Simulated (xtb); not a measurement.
xtb job for Y(F)3 anion (F3Y), SMILES [Y]([F])([F])[F] (connectivity only; charge and spin as stated), charge -1, multiplicity 2, GFN2-xTB. 

```
$ xtb mol.xyz --gfn 2 --sp --chrg -1 --uhf 1 --json
$ cat mol.xyz
4

Y      0.00000000     0.00000000     0.00000000
F     -1.90871635    -0.00000000    -0.00000000
F      0.95435818     1.65299685    -0.00000000
F      0.95435818    -1.65299685     0.00000000
```

It prints:

```
[banner left out]
          |                Calculation Setup                |
           -------------------------------------------------



           -------------------------------------------------
          |                 G F N 2 - x T B                 |
           -------------------------------------------------

        Reference                      10.1021/acs.jctc.8b01176
      * Hamiltonian:
        H0-scaling (s, p, d)           1.850000    2.230000    2.230000
        zeta-weighting                 0.500000
      * Dispersion:
        s8                             2.700000
        a1                             0.520000
        a2                             5.000000
        s9                             5.000000
      * Repulsion:
        kExp                           1.500000    1.000000
        rExp                           1.000000
      * Coulomb:
        alpha                          2.000000
        third order                    shell-resolved
        anisotropic                    true
        a3                             3.000000
        a5                             4.000000
        cn-shift                       1.200000
        cn-exp                         4.000000
        max-rad                        5.000000


          ...................................................
          :                      SETUP                      :
          :.................................................:
          :  # basis functions                  22          :
          :  # atomic orbitals                  21          :
          :  # shells                            9          :
          :  # electrons                        25          :
          :  max. iterations                   250          :
          :  Hamiltonian                  GFN2-xTB          :
          :  restarted?                      false          :
          :  GBSA solvation                  false          :
          :  PC potential                    false          :
          :  electronic temp.          300.0000000     K    :
          :  accuracy                    1.0000000          :
          :  -> integral cutoff          0.2500000E+02      :
          :  -> integral neglect         0.1000000E-07      :
          :  -> SCF convergence          0.1000000E-05 Eh   :
          :  -> wf. convergence          0.1000000E-03 e    :
          :  Broyden damping             0.4000000          :
          :  net charge                         -1          :
          :  unpaired electrons                  1          :
          ...................................................

 iter      E             dE          RMSdq      gap      omega  full diag
   1      1.3716812  0.137168E+01  0.545E+01    0.02       0.0  T
   2    -14.8105942 -0.161823E+02  0.246E+01    0.00       1.0  T
   3    -15.1927420 -0.382148E+00  0.164E+01    0.00       1.0  T
   4    -15.3804423 -0.187700E+00  0.140E+01    0.06       1.0  T
   5    -15.7690269 -0.388585E+00  0.999E+00    0.24       1.0  T
   6    -15.5624717  0.206555E+00  0.938E+00    0.17       1.0  T
   7    -15.3126494  0.249822E+00  0.150E+01    0.32       1.0  T
   8    -15.6529913 -0.340342E+00  0.112E+01    0.31       1.0  T
   9    -15.8101087 -0.157117E+00  0.788E+00    0.31       1.0  T
  10    -15.8745065 -0.643977E-01  0.506E+00    0.31       1.0  T
  11    -15.9040576 -0.295511E-01  0.213E+00    0.32       1.0  T
  12    -15.9061855 -0.212791E-02  0.118E+00    0.32       1.0  T
  13    -15.9058630  0.322486E-03  0.477E-01    0.32       1.0  T
  14    -15.9057811  0.818896E-04  0.449E-01    0.32       1.0  T
  15    -15.9058852 -0.104026E-03  0.416E-01    0.32       1.0  T
  16    -15.9060415 -0.156369E-03  0.350E-01    0.32       1.0  T
  17    -15.9062170 -0.175472E-03  0.241E-01    0.32       1.0  T
  18    -15.9063119 -0.948655E-04  0.131E-01    0.32       1.0  T
  19    -15.9063393 -0.274004E-04  0.489E-02    0.32       1.0  T
  20    -15.9063423 -0.300120E-05  0.162E-02    0.32       3.1  T
  21    -15.9063425 -0.230173E-06  0.676E-03    0.32       7.4  T
  22    -15.9063425 -0.303278E-07  0.233E-03    0.32      21.4  T
  23    -15.9063425 -0.397733E-08  0.104E-04    0.32     480.4  T
  24    -15.9063425 -0.229772E-10  0.130E-05    0.32    3853.1  T

   *** convergence criteria satisfied after 24 iterations ***

         #    Occupation            Energy/Eh            Energy/eV
      -------------------------------------------------------------
         1        2.0000           -0.6359741             -17.3057
       ...           ...                  ...                  ...
         7        2.0000           -0.2779428              -7.5632
         8        2.0000           -0.2740238              -7.4566
         9        2.0000           -0.2740238              -7.4566
        10        2.0000           -0.2731090              -7.4317
        11        2.0000           -0.2720530              -7.4029
        12        2.0000           -0.2720530              -7.4029
        13        0.9973           -0.1371427              -3.7318 (HOMO)
        14        0.0013           -0.1252318              -3.4077 (LUMO)
        15        0.0013           -0.1252318              -3.4077
        16                         -0.1085577              -2.9540
        17                         -0.1085577              -2.9540
        18                          0.1285448               3.4979
       ...                                ...                  ...
        21                          0.6495709              17.6757
      -------------------------------------------------------------
                  HL-Gap            0.0119109 Eh            0.3241 eV
             Fermi-level           -0.1680575 Eh           -4.5731 eV

 SCC (total)                   0 d,  0 h,  0 min,  0.009 sec
 SCC setup                      ...        0 min,  0.000 sec (  1.694%)
 Dispersion                     ...        0 min,  0.000 sec (  0.473%)
 classical contributions        ...        0 min,  0.000 sec (  0.331%)
 integral evaluation            ...        0 min,  0.001 sec ( 12.414%)
 iterations                     ...        0 min,  0.006 sec ( 64.946%)
 molecular gradient             ...        0 min,  0.002 sec ( 17.799%)
 printout                       ...        0 min,  0.000 sec (  2.055%)

         :::::::::::::::::::::::::::::::::::::::::::::::::::::
         ::                     SUMMARY                     ::
         :::::::::::::::::::::::::::::::::::::::::::::::::::::
         :: total energy             -15.893316063555 Eh    ::
         :: gradient norm              0.000035101552 Eh/a0 ::
         :: HOMO-LUMO gap              0.324111591366 eV    ::
         ::.................................................::
         :: SCC energy               -15.906342270368 Eh    ::
         :: -> isotropic ES            0.191877055038 Eh    ::
         :: -> anisotropic ES          0.000932780426 Eh    ::
         :: -> anisotropic XC         -0.001862260896 Eh    ::
         :: -> dispersion             -0.001916113838 Eh    ::
         :: repulsion energy           0.013026206812 Eh    ::
         :: add. restraining           0.000000000000 Eh    ::
         :: total charge              -1.000000000000 e     ::
         :::::::::::::::::::::::::::::::::::::::::::::::::::::

           -------------------------------------------------
          |                Property Printout                |
           -------------------------------------------------

    * Orbital Energies and Occupations

         #    Occupation            Energy/Eh            Energy/eV
      -------------------------------------------------------------
         1        2.0000           -0.6359741             -17.3057
Note: The following floating-point exceptions are signalling: IEEE_UNDERFLOW_FLAG IEEE_DENORMAL
normal termination of xtb
         2        2.0000           -0.6041421             -16.4395
         3        2.0000           -0.6041421             -16.4395
         4        2.0000           -0.3120373              -8.4910
         5        2.0000           -0.2906268              -7.9084
         6        2.0000           -0.2779428              -7.5632
         7        2.0000           -0.2779428              -7.5632
         8        2.0000           -0.2740238              -7.4566
         9        2.0000           -0.2740238              -7.4566
        10        2.0000           -0.2731090              -7.4317
        11        2.0000           -0.2720530              -7.4029
        12        2.0000           -0.2720530              -7.4029
        13        0.9973           -0.1371427              -3.7318 (HOMO)
        14        0.0013           -0.1252318              -3.4077 (LUMO)
        15        0.0013           -0.1252318              -3.4077
        16                         -0.1085577              -2.9540
        17                         -0.1085577              -2.9540
        18                          0.1285448               3.4979
        19                          0.1725186               4.6945
        20                          0.6495709              17.6757
        21                          0.6495709              17.6757
      -------------------------------------------------------------
                  HL-Gap            0.0119109 Eh            0.3241 eV
             Fermi-level           -0.1680575 Eh           -4.5731 eV

     #   Z          covCN         q      C6AA      α(0)
     1  39 Y        1.887     0.385   877.634   101.438
     2   9 F        0.629    -0.462    14.361     4.472
     3   9 F        0.629    -0.462    14.361     4.472
     4   9 F        0.629    -0.462    14.361     4.472

 Mol. C6AA /au·bohr⁶  :       1518.119893
 Mol. C8AA /au·bohr⁸  :     198744.970075
 Mol. α(0) /au        :        114.852653


Wiberg/Mayer (AO) data.
largest (>0.10) Wiberg bond orders for each atom

 ---------------------------------------------------------------------------
     #   Z sym  total        # sym  WBO       # sym  WBO       # sym  WBO
 ---------------------------------------------------------------------------
     1  39 Y    2.410 --     2 F    0.803     4 F    0.803     3 F    0.803
     2   9 F    0.908 --     1 Y    0.803
     3   9 F    0.908 --     1 Y    0.803
     4   9 F    0.908 --     1 Y    0.803
 ---------------------------------------------------------------------------

Topologies differ in total number of bonds
Writing topology from bond orders to xtbtopo.mol

molecular dipole:
                 x           y           z       tot (Debye)
 q only:       -0.000       0.000       0.000
   full:       -0.000       0.000      -0.000       0.000
molecular quadrupole (traceless):
                xx          xy          yy          xz          yz          zz
 q only:       -4.505       0.000      -4.505       0.000       0.000       9.010
  q+dip:       -5.062       0.000      -5.062       0.000       0.000      10.124
   full:       -6.164       0.000      -6.164      -0.000       0.000      12.328


           -------------------------------------------------
          | TOTAL ENERGY              -15.893316063555 Eh   |
          | GRADIENT NORM               0.000035101552 Eh/α |
          | HOMO-LUMO GAP               0.324111591366 eV   |
           -------------------------------------------------

------------------------------------------------------------------------
------------------------------------------------------------------------
 total:
 SCF:
```

The calculation finished and met its thresholds.

Cost: about 0.08 core-seconds (a rough figure).
